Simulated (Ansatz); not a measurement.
A run for Ansatz (a first-principles code): R-B3LYP-D3(BJ)/def2-SVP on HF (SMILES F).

Ansatz 0.2 input:
```yaml
crystal:
  periodic: [false, false, false]
  atoms:
    - {symbol: F, position_ang: [0.00000000, 0.00000000, 0.46690000]}
    - {symbol: H, position_ang: [0.00000000, 0.00000000, -0.46690000]}
basis:
  gaussian:
    orbitals: def2-SVP
hamiltonian:
  xc: b3lyp
  dispersion: d3bj
relax: {f_tol: 0.004, max_steps: 120}
scf: {lower_state_search: off}
```

Program output:

```
WARN ansatz: RAYON_NUM_THREADS=4 ignored (pool sized by the plan → 4); use --threads N
Functional definition: B3LYP
these checks for a lower state are left out or cut short: stability, starts, cluster_reference, orbital_swaps, neighbouring_geometries, increment
integrals: 0.00 GiB planned
191 factors; integrals over basis functions are off by at most 3.7e-4 eV
mean field: 0.05 GiB planned
mean field evaluation 1: about -2729.3819 eV, gradient 3.0e1 eV
mean field evaluation 2: about -2728.4334 eV, gradient 4.1e1 eV
mean field evaluation 4: about -2730.7488 eV, gradient 9.6e-2 eV
mean field evaluation 8: about -2730.7480 eV, gradient 4.3e-5 eV
mean field -2730.74796373 eV, -100.3531366995 hartree, gradient 4.0e-6 eV, S^2 0.000000; 0 other end points of the search recorded, 0 dependent functions left out
the calculation of the forces begins
reference -2730.74804354 eV, -100.3531396326 hartree; 5, 5 occupied and 14, 14 virtual orbitals, 191 factors
relax step   1: F+E_penalty+E_count = -2730.75286184 eV  Δ(F+E_penalty+E_count) = +0.000e0 eV  max|allowed force component| = 5.118e-1 eV/Å  Δτ_max = 0.0000 Å  (10 SCF iters, accepted)
these checks for a lower state are left out or cut short: stability, starts, cluster_reference, orbital_swaps, neighbouring_geometries, increment
integrals: 0.00 GiB planned
191 factors; integrals over basis functions are off by at most 3.6e-4 eV
mean field: 0.05 GiB planned
mean field evaluation 16: about -2730.7502 eV, gradient 3.8e-7 eV
mean field -2730.75018239 eV, -100.3532182338 hartree, gradient 5.3e-7 eV, S^2 0.000000; 0 other end points of the search recorded, 0 dependent functions left out
the calculation of the forces begins
reference -2730.75026123 eV, -100.3532211311 hartree; 5, 5 occupied and 14, 14 virtual orbitals, 191 factors
relax step   2: F+E_penalty+E_count = -2730.75508040 eV  Δ(F+E_penalty+E_count) = -2.219e-3 eV  max|allowed force component| = 1.176e-1 eV/Å  Δτ_max = 0.0035 Å  (17 SCF iters, accepted)
these checks for a lower state are left out or cut short: stability, starts, cluster_reference, orbital_swaps, neighbouring_geometries, increment
integrals: 0.00 GiB planned
191 factors; integrals over basis functions are off by at most 3.5e-4 eV
mean field: 0.05 GiB planned
mean field -2730.75030167 eV, -100.3532226173 hartree, gradient 2.5e-7 eV, S^2 0.000000; 0 other end points of the search recorded, 0 dependent functions left out
the calculation of the forces begins
reference -2730.75038019 eV, -100.3532255027 hartree; 5, 5 occupied and 14, 14 virtual orbitals, 191 factors
relax step   3: F+E_penalty+E_count = -2730.75519966 eV  Δ(F+E_penalty+E_count) = -1.193e-4 eV  max|allowed force component| = 2.883e-3 eV/Å  Δτ_max = 0.0010 Å  (12 SCF iters, accepted)
Total energy: -2730.75527818 eV, -100.3534055007 hartree
Atom 0 at    -0.000000     0.000000     0.462358 Å, force    -0.000000     0.000000     0.002883 eV/Å
Atom 1 at     0.000000    -0.000000    -0.462358 Å, force     0.000000    -0.000000    -0.002883 eV/Å
Dipole moment:     0.000000     0.000000    -0.385261 e Å
Checks for a lower state left out: stability, starts, cluster_reference, orbital_swaps, neighbouring_geometries, increment
```

The calculation finished and met its thresholds.

Cost: roughly 0.9 core-seconds.
